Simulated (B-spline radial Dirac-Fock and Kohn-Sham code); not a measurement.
Z = 33 (arsenic), transition energy 557 keV. Model: a Dirac-Hartree-Slater potential of the neutral atom with a Latter tail (no hole, which puts coefficients of high multipoles low close above an edge), finite nucleus with surface currents. Program: a B-spline atomic structure program. Subshells that would emit electrons below 1 keV are left out.

Task: A pure transition shows α(K) = 0.00164, L1/L2 = 29.7 and L1/L3 = 29.6. What is its multipolarity?
A. M2
B. E1
C. E2
D. E3
E. M1
F. M3
G. M4
H. E4

Result: C. For comparison, α(K), L1/L2, L1/L3 are E1 0.000529, 80.2, 43.9; E3 0.00454, 12.4, 18.1; E4 0.0121, 6.38, 11.3; M1 0.00109, 59.9, 116; M2 0.00332, 33.8, 87.9; M3 0.00924, 21.6, 38.3; M4 0.0252, 15.1, 18.5.

Values without a named source are computed, but for edge energies of neutral atoms, which are taken from tables.
